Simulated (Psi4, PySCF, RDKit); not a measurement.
Relaxed torsion scan: SMILES Oc1cccc(O[SiH3])c1 (C₆H₈O₂Si). Scanned: dihedral C5–C6–O7–Si8; all other coordinates were relaxed at GFN2-xTB. Points at φ and −φ are mirror images. Heavy atoms are numbered in the order of the SMILES Oc1cccc(O[SiH3])c1, hydrogens after them in the order of the atoms that carry them; the mirror image has the same energies with the sign of each dihedral reversed.

Methods: RKS-B3LYP/6-31G* = restricted B3LYP/6-31G*, spherical d, density fitting // GFN2-xTB in PySCF; UFF // GFN2-xTB (RDKit); RKS-M06-2X/6-31G* = restricted M06-2X/6-31G*, spherical d, density fitting // GFN2-xTB in PySCF; PBE-D3(BJ)/def2-SVP // GFN2-xTB (Psi4).

Energies relative to the lowest point of each profile, in mEh; the last columns give the difference from PBE-D3(BJ):

```
φ / °  RKS-B3LYP/6-31G*   UFF  RKS-M06-2X/6-31G*  PBE-D3(BJ)/def2-SVP  RKS-B3LYP/6-31G* − PBE-D3(BJ)/def2-SVP  UFF − PBE-D3(BJ)/def2-SVP  RKS-M06-2X/6-31G* − PBE-D3(BJ)/def2-SVP
-----  ----------------  ----  -----------------  -------------------  --------------------------------------  -------------------------  ---------------------------------------
-165                0.7   1.0                0.8                  0.8                                     0.0                        0.2                                      0.0
-150                1.0   2.9                1.1                  1.3                                    -0.3                        1.6                                     -0.2
-135                1.3   6.1                1.8                  2.1                                    -0.8                        4.0                                     -0.4
-120                1.6   9.0                2.1                  2.6                                    -1.0                        6.4                                     -0.5
-105                1.7  10.6                2.3                  2.9                                    -1.2                        7.7                                     -0.6
-90                 1.7  11.1                2.3                  2.9                                    -1.3                        8.2                                     -0.7
-75                 1.5  10.4                2.1                  2.7                                    -1.2                        7.7                                     -0.6
-60                 1.3   8.4                1.8                  2.3                                    -1.0                        6.1                                     -0.5
-45                 0.8   5.4                1.2                  1.6                                    -0.8                        3.8                                     -0.4
-30                 0.4   2.3                0.5                  0.7                                    -0.4                        1.6                                     -0.2
-15                 0.1   0.6                0.1                  0.2                                    -0.1                        0.4                                     -0.1
0                   0.0   0.0                0.0                  0.0                                     0.0                        0.0                                      0.0
15                  0.1   0.6                0.1                  0.2                                    -0.1                        0.4                                     -0.1
30                  0.4   2.3                0.5                  0.7                                    -0.4                        1.6                                     -0.2
45                  0.8   5.4                1.2                  1.6                                    -0.8                        3.8                                     -0.4
60                  1.3   8.4                1.8                  2.3                                    -1.0                        6.1                                     -0.5
75                  1.5  10.4                2.1                  2.7                                    -1.2                        7.7                                     -0.6
90                  1.7  11.1                2.3                  2.9                                    -1.3                        8.2                                     -0.7
105                 1.7  10.6                2.3                  2.9                                    -1.2                        7.7                                     -0.6
120                 1.6   9.0                2.1                  2.6                                    -1.0                        6.4                                     -0.5
135                 1.3   6.1                1.8                  2.1                                    -0.8                        4.0                                     -0.4
150                 1.0   2.9                1.1                  1.3                                    -0.3                        1.6                                     -0.2
165                 0.7   1.0                0.8                  0.8                                     0.0                        0.2                                      0.0
180                 0.7   0.4                0.7                  0.6                                     0.0                       -0.2                                      0.1
```

RKS-B3LYP/6-31G* is furthest from PBE-D3(BJ)/def2-SVP at -90 (-1.3 mEh, below); its mean absolute difference over the points is 0.7 mEh.

UFF is furthest from PBE-D3(BJ)/def2-SVP at -90 (8.2 mEh, above); its mean absolute difference over the points is 4.0 mEh.

RKS-M06-2X/6-31G* is furthest from PBE-D3(BJ)/def2-SVP at -90 (-0.7 mEh, below); its mean absolute difference over the points is 0.3 mEh.
